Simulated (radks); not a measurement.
Problem. These are the eigenvalues of the occupied orbitals of an atom or ion with whole-number occupations (eV). All-electron calculation, scalar-relativistic Kohn-Sham, PBEsol, spin-unpolarised, spherical densities, finite nucleus; Fermi nuclear charge, rms radius of each element as measured or else 0.836 A^(1/3) + 0.57 fm. Program: a radial shooting solver on a logarithmic mesh with Libxc functionals.

orbital  eigenvalue
1s        -50080.68
2s        -8274.970
2p        -7366.353
3s        -1839.234
3p        -1557.679
3d        -1185.534
4s        -375.2887
4p        -282.4439
4d        -153.9552
5s         -56.1157
5p         -33.6271
4f         -15.0867
6s          -9.2962
5d          -8.4349

Which element is it, and in what charge state? The configuration may be excited.

Solution. Z = 64, gadolinium, charge +1: Gd+ in [Xe] 4f7 5d1 6s1. The list shows which subshells hold electrons but not how many an open one holds; the 1s level, -1840.4 hartree, gives Z - s = 60.7 by -(Z - s)^2/2, which with screening and relativity narrows Z to a few neighbours, and the depths of the outer levels then fix element, charge and occupations together.
